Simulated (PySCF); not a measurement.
CH5Si, multiplicity 2. Atoms are numbered in the order given.

```xyz
7

C      1.2686    -0.0034     0.0000
Si    -0.5735    -0.0019     0.0000
H      1.8533     0.0157    -0.9126
H      1.8533     0.0157     0.9126
H     -1.1109     1.3855     0.0000
H     -1.0892    -0.6848    -1.2107
H     -1.0892    -0.6848     1.2107
```
Charge 0, spin multiplicity 2.

The structure is a stationary point at B3LYP-D3(BJ)/def2-TZVP. The isomer is the one that the SMILES or the coordinates give; other isomers of the formula were not compared.

All values below come from TDA-PBE/def2-TZVPD (PySCF 2.14.0).

Vertical excitations. The molecule is in vacuum.

Computed excitation energies, oscillator strengths and character:
```tsv
state	energy (eV)	λ (nm)	f	main pairs
root 1	4.57	271	0.003	β HOMO→LUMO 99 %
root 2	4.60	270	0.003	β HOMO−1→LUMO 83 %, β HOMO−2→LUMO 14 %
root 3	4.92	252	0.041	β HOMO−2→LUMO 82 %, β HOMO−1→LUMO 14 %
root 4	5.19	239	0.012	α HOMO→LUMO 99 %
root 5	5.80	214	0.005	α HOMO→LUMO+1 99 %
root 6	6.00	207	0.000	α HOMO→LUMO+2 100 %
root 7	6.30	197	0.023	α HOMO→LUMO+3 97 %
root 8	6.49	191	0.001	α HOMO→LUMO+5 5 %, β HOMO−3→LUMO 94 %
root 9	6.65	186	0.010	α HOMO→LUMO+4 99 %
root 10	7.00	177	0.001	α HOMO→LUMO+5 95 %, β HOMO−3→LUMO 5 %
```
Unrestricted roots are not spin-pure.
